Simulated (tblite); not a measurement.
C8H11P.
Cartesian coordinates in Å at the GFN2-xTB level; atoms count from 1:
```xyz
20
C8H11P angstrom
C     -1.9316   -1.0376   -0.5565
C     -1.1907    0.2733   -0.2854
C     -1.8105    1.0128    0.9018
C      0.2839    0.0235   -0.0566
C      1.2054    0.5898   -0.9308
C      2.5757    0.4257   -0.8118
C      3.1728   -0.3161    0.1845
P      2.3187   -1.1562    1.4365
C      0.6886   -0.7584    1.0110
H     -2.9710   -0.8361   -0.8062
H     -1.4725   -1.5674   -1.3884
H     -1.9087   -1.6854    0.3163
H     -1.2924    0.9097   -1.1719
H     -1.2659    1.9331    1.1017
H     -1.7859    0.3988    1.7988
H     -2.8469    1.2641    0.6873
H      0.8330    1.1920   -1.7487
H      3.2113    0.9090   -1.5441
H      4.2532   -0.3889    0.1988
H     -0.0716   -1.1750    1.6606
```

All values are computed: GFN2-xTB (tblite) harmonic vibrations without scaling, gas phase. This tight-binding method is rough: wavenumbers can miss measured ones by several per cent, in bad cases by 10 to 20. One conformer, not necessarily the lowest.

Harmonic wavenumbers (cm⁻¹): 38.3, 104.6, 190.6, 197.8, 223.8, 239.6, 289.3, 296.7, 440.2, 449.8, 452.4, 521.1, 642.3, 689.9, 744.9, 835.5, 841.2, 872.2, 885.3, 923.1, 925.9, 946.3, 976.4, 986.1, 1095.2, 1125.5, 1136.2, 1162.2, 1204.8, 1214.1, 1261.6, 1311.4, 1314.0, 1379.4, 1401.2, 1405.4, 1420.2, 1494.7, 1496.4, 1504.0, 1505.4, 1525.4, 1553.1, 2926.1, 3028.1, 3031.8, 3032.5, 3034.0, 3034.7, 3037.6, 3040.9, 3044.6, 3046.3, 3064.2.

A = 2615, B = 930.3, C = 804.3 MHz; mass 138.060 u (most abundant isotopes); point group Cs, symmetry number 1.

**Question.** Zero-point energy?

**Answer.** ½Σν̃ = 36272 cm⁻¹ = 433.91 kJ/mol.

**Question.** Entropy at 273.15 K, 1 bar (ideal gas, RRHO, classical rotation)?

**Answer.** Translation 168.49, rotation 122.28, vibration 96.23: S = 387.0 J/(mol K).

**Question.** And Cp and H(273.15 K) − H(0)?

**Answer.** Cp = 145.44 J/(mol K), of which vibrations give 112.19 (their classical limit is 54 R = 449.0); H(273.15 K) − H(0) = 23.61 kJ/mol without the zero-point energy, 14.53 from vibrations.

**Question.** What must be added to the electronic energy to get the Gibbs energy at 273.15 K and 1 bar?

**Answer.** ZPE + [H(273.15 K) − H(0)] − T·S = 433.91 + 23.61 − 105.71 = 351.81 kJ/mol.

**Question.** Blend soft modes into free rotors: weight 1/[1 + (100 cm⁻¹/ν̃)⁴] for the oscillator and the rest for a rotor with moment μB/(μ + B), μ = h/(8π²ν), B = 10⁻⁴⁴ kg m². What vibrational entropy results?

**Answer.** 89.57 J/(mol K) in place of 96.23, which changes −T·S at 273.15 K by +1.82 kJ/mol.

**Question.** How do the functions run with temperature in this model?

**Answer.** 
```csv
T (K),S (J/(mol K)),Cp (J/(mol K)),H − H(0) (kJ/mol),G − H(0) (kJ/mol),ln q(vib)
100,284.8,71.0,4.95,-23.53,1.34
200,347.0,113.1,14.17,-55.24,3.49
300,401.2,157.8,27.68,-92.68,5.81
500,502.3,241.7,68.00,-183.18,10.67
800,635.4,323.5,153.90,-354.44,18.02
1000,711.6,358.7,222.32,-489.30,22.69
```

q(vib) and H(0) count from the zero-point level.

**Question.** Which modes carry the vibrational entropy at 273.15 K?

**Answer.** 38.3 cm⁻¹: 21.64; 104.6 cm⁻¹: 13.37; 190.6 cm⁻¹: 8.62; 197.8 cm⁻¹: 8.34; 223.8 cm⁻¹: 7.41; 239.6 cm⁻¹: 6.91 J/(mol K); the other 48 give 29.93 together.

Hindered rotation and anharmonicity are outside this model. Other conformers, if any are populated, would add a mixing term that is left out.

Hardware: one thread, Arm Neoverse V1 (aarch64), shared host with 64 logical CPUs at a one-minute load of 37. Cost: 0.83 s of wall time. This covers the Hessian and the dipole derivatives.
